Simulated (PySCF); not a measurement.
# Radial density of Hg⁴¹⁺ (mercury, charge +41)

UHF, [Kr] 4d3, high-spin 4F determinant. All numbers are calculated (PySCF 2.14, the non-relativistic Hamiltonian (point nucleus), in an even-tempered Gaussian basis (18 s from 4.3 bohr⁻², ratio 2.5; 12 p from 5.6 bohr⁻², ratio 2.5; 9 d from 5.6 bohr⁻², ratio 2.5; 4 f from 24 bohr⁻², ratio 2.7; 3 g from 36 bohr⁻², ratio 2.7)).

| r (bohr) | 4πr²ρ (e/bohr) | 4πr²(ρα − ρβ) |
| --- | --- | --- |
| 0.000256 | 0.2913 | 0.0000 |
| 0.000431 | 0.8013 | 0.0000 |
| 0.000725 | 2.163 | 0.0000 |
| 0.00122 | 5.655 | 0.0000 |
| 0.00205 | 14.01 | -0.0001 |
| 0.00345 | 31.71 | -0.0001 |
| 0.00580 | 61.74 | -0.0002 |
| 0.00976 | 94.22 | 0.0001 |
| 0.0164 | 102.1 | 0.0066 |
| 0.0276 | 96.61 | 0.0852 |
| 0.0464 | 135.0 | 0.7298 |
| 0.0781 | 126.5 | 3.1578 |
| 0.131 | 126.6 | 3.2931 |
| 0.221 | 74.19 | 0.8351 |
| 0.372 | 44.12 | 10.7582 |
| 0.625 | 6.417 | 1.4574 |
| 1.05 | 0.01770 | 0.0053 |

A non-relativistic calculation at this Z misses sizeable relativistic shifts. Spin-orbit coupling is strong in this species (close to jj coupling), so the high-spin LS determinant is a model state, not a physical level.
